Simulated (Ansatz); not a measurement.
Cost and result up the ladder for Tl₄H₅ (9 atoms). The state is a doublet with charge 0. Geometry: PBE-D4/def2-SVP.

```tsv
atom	x (Å)	y (Å)	z (Å)
Tl1	-1.721	-1.601	0.555
Tl2	0.455	0.989	2.152
Tl3	2.294	-1.456	-0.742
Tl4	-0.245	1.143	-1.519
H5	0.261	2.030	0.103
H6	0.669	-1.017	0.733
H7	1.345	0.073	-1.976
H8	-1.450	0.016	1.948
H9	-1.609	-0.177	-1.253
```

Ansatz on 4 threads of Arm Neoverse V1 on a shared host. Times are rough, and most runs start from the orbitals of an earlier one. PBE0-D4/def2-TZVP serves as the yardstick here, not as an exact answer. Differences are given only for rows in sets of like size (and for xTB, whose basis is part of the method), since another set adds its own error. Binding counts from free atoms at the same level (Tl doublet, H doublet; other spins of the atoms weren't run), without zero-point energy or a counterpoise term.

In the def2 sets Tl takes a core potential; there is no spin–orbit coupling. HSE06 is defined as in plane-wave codes, on full-range PBE exchange. Correlated methods freeze 16 core orbitals; core or outer-core shells of Tl are correlated, in sets that lack core-valence functions. The rows differ in basis, and correlated rows in double-zeta sets carry the largest basis error. The structure comes from a short search, and lower isomers may exist.

Correlated methods converge slowly with the basis, most of all in double-zeta sets.

| level | functions | wall time |
| --- | --- | --- |
| PBE-D4/def2-SVP | 129 | 3.5 s |
| PBE0-D4/def2-SVP | 129 | 5.5 s |
| PBE-D4/def2-TZVP (with forces) | 230 | 7 s |
| MP2/def2-TZVP | 230 | 14 s |
| PBE0-D4/def2-TZVP | 230 | 15 s |
| HSE06-D4/def2-TZVP | 230 | 15 s |
| r2SCAN-D4/def2-TZVP | 230 | 16 s |
| BHLYP-D4/def2-TZVP | 230 | 17 s |
| CCSD(T)/def2-SVP | 129 | 2.6 min |

Problem. Estimate what each level gives for the binding energy per atom (eV).

Solution. 
| level | binding energy per atom (eV) | difference from PBE0-D4/def2-TZVP (eV) |
| --- | --- | --- |
| PBE-D4/def2-SVP | 1.68 | – |
| PBE0-D4/def2-SVP | 1.62 | – |
| PBE-D4/def2-TZVP (with forces) | 1.69 | 0.05 |
| MP2/def2-TZVP | 1.47 | -0.17 |
| PBE0-D4/def2-TZVP | 1.64 | 0.00 |
| HSE06-D4/def2-TZVP | 1.64 | 0.00 |
| r2SCAN-D4/def2-TZVP | 1.68 | 0.04 |
| BHLYP-D4/def2-TZVP | 1.65 | 0.01 |
| CCSD(T)/def2-SVP | 1.49 | – |
